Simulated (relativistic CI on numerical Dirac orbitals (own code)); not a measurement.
# Cr5+ in a cubic cluster: 3s photoemission with charge transfer

Computed with a charge-transfer multiplet model of a cubic metal-ligand cluster with up to 2 ligand holes, Slater and spin-orbit integrals from Dirac-Coulomb-Breit ions, Slater integrals scaled by 0.8. The ground state mixes d1 with configurations of k ligand holes L, whose averages lie at kΔ + k(k − 1)U_dd/2; a core hole lowers each added d electron by U_cd. 20 K, Lorentzian 1.4 eV and Gaussian 0.8 eV FWHM.

Atomic integrals in eV (Slater integrals scaled, ζ unscaled), ground: F2dd 9.377, F4dd 5.906, zeta_d 0.045; with the core hole: F2dd 9.377, F4dd 5.906, zeta_d 0.051, G2cd 10.212. Where a configuration has fewer than two d electrons, the dd integrals are those of d2.

Cluster parameters (eV): U_dd = 6.5, U_cd = 7.9, 10Dq = 0.85, 10Dq(ligand) = 1.2, V(eg) = 3.8, V(t2g) = -2.05, final-state hopping factor = 0.8.

```csv
Case,n_d,d1,d2L,d3L2,S
Δ = -2.2 eV,2.08,0.18,0.56,0.26,0.50
Δ = -1.2 eV,2.03,0.21,0.56,0.23,0.50
Δ = -0.2 eV,1.97,0.24,0.55,0.21,0.50
Δ = 0.8 eV,1.91,0.27,0.55,0.18,0.50
Δ = 1.8 eV,1.85,0.31,0.53,0.16,0.50
```

Weights, n_d and S are thermal averages at 20 K. Binding energies count from the first peak over 30 % of the highest in each spectrum, which can be another peak from case to case. The parameters are a model scan and need not match a compound or its usual spin state. Peaks in eV (height, largest 100):
- Δ = -2.2 eV: 0.0 (100), 4.3 (36), 8.0 (16), 16.1 (7)
- Δ = -1.2 eV: 0.0 (100), 4.2 (36), 8.1 (14), 15.9 (7)
- Δ = -0.2 eV: 0.0 (100), 4.2 (36), 8.2 (13), 15.8 (7)
- Δ = 0.8 eV: 0.0 (100), 4.2 (36), 8.4 (12), 15.6 (7)
- Δ = 1.8 eV: 0.0 (100), 4.2 (36), 8.5 (11), 15.0 (8)

Curve for Δ = 0.8 eV (points under 2 left out, the grid thinned):

```tsv
E (eV)	Intensity
-3.3	5.6
-2.7	8.2
-2.2	12.0
-1.6	21.4
-1.0	44.1
-0.5	78.4
0.1	98.9
0.7	63.7
1.2	35.4
1.8	20.2
2.4	15.8
2.9	17.1
3.5	25.5
4.1	35.4
4.7	29.9
5.2	21.5
5.8	17.6
6.4	14.5
6.9	11.6
7.5	10.4
8.1	11.4
8.6	11.4
9.2	8.9
9.8	6.1
10.3	4.8
10.9	3.8
11.5	3.0
12.0	2.5
12.6	2.4
13.2	2.8
13.7	3.6
14.3	5.1
14.9	6.6
15.5	7.4
16.0	7.0
16.6	5.1
17.2	3.8
17.7	3.5
18.3	3.6
18.9	3.9
19.4	3.8
20.0	3.8
20.6	3.5
21.1	2.9
21.7	2.0
```

For the case Δ = -1.2 eV, Δ = -1.2 eV is smaller than U_dd = 6.5 eV, the charge-transfer side of the Zaanen-Sawatzky-Allen scheme (negative Δ: between configuration averages a ligand hole costs less than the nominal valence; multiplet and field energies can change this for the lowest states). With the core hole the configuration with one ligand hole lies at Δ − U_cd = -10.1, -9.1, -8.1, -7.1, -6.1 eV from the one without, in the order of the table; where this is negative the screened configuration lies lower, though the effective hopping of about 6.6 eV (from the holes of the mixed ground state) mixes the two strongly wherever it is as large as the gap.

With at most 2 ligand holes the space is cut while the next configuration still counts, so covalency is underestimated, and a final configuration with one more ligand hole, which can lie low, is missing from the spectra.

Without intra-shell correlation the exchange splitting of the 3s hole comes out too large.
